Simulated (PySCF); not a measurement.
Fractional electron number in Rh (rhodium, neutral)

The 5s alpha orbital of [Kr] 4d8 5s1 is emptied in steps (occupation f), with all orbitals relaxed, ending at [Kr] 4d8. Computed with PySCF 2.14 in def2-SVP with the def2 core potential (28 electrons) (5s3p2d1f, 31 functions), with a scalar-relativistic core potential. The exact energy is a straight line in f; departures are measured from the line between the end points of the same method.

```csv
f,UHF (eV)
1,0.000
0.9,0.012
0.7,0.028
0.5,0.033
0.3,0.027
0.1,0.011
0,0.000
```

```
method  E(f=0) − E(f=1) (eV)  −ε at f=1 (eV)  −ε at f=0.5 (eV)
   UHF                 6.307           6.446             6.304
```

Orbital energy along the path (eV):

```tsv
f	UHF
1	-6.446
0.9	-6.416
0.7	-6.358
0.5	-6.304
0.3	-6.253
0.1	-6.205
0	-6.182
```

Reference removal energy between the ground levels: 7.459 eV (measured; NIST Atomic Spectra Database, ionization energies). The calculation has no spin-orbit coupling. UHF lacks correlation.
